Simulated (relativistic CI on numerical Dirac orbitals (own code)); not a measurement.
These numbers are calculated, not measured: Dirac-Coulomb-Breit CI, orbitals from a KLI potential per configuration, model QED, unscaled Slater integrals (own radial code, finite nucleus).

The strongest absorption lines from the ground level of an ion, among the configurations computed and to levels below about 6990 eV (vacuum wavelength in Å, gf): 2.0699 (0.96), 2.0708 (1.1), 2.0714 (1.2), 2.0765 (1.5), 2.0767 (0.73), 2.0814 (1), 2.2308 (4.2), 2.2361 (1.4).

Which ion is it?
A. Xe⁴⁶⁺
B. Ce⁵²⁺
C. Ce⁵⁰⁺
D. Dy⁵⁸⁺

C. Ce⁵⁰⁺ has 8 electrons and the ground level 2s2.2p4 3P_2; the strongest line goes to 2s2.2p3.3d 3D°_3. The pattern of lines fixes the number of electrons, and along that sequence the line energies rise steadily with the charge (about as its square where n changes within one kind of shell, about linearly where n is kept but much faster in heavy ions where fine structure, which grows about as Z⁴, sets the gap, and irregularly where shells cross), which fixes Z. Configurations outside the model, such as inner-shell arrays, can give stronger lines. At this charge energies of transitions that change n are usually good to better than 1 %, and those within a shell (Δn = 0) to a few per cent.

LS names give the leading component of a level, which can be under half, so a name can repeat, a term be missing and a line seem to break the LS rules.
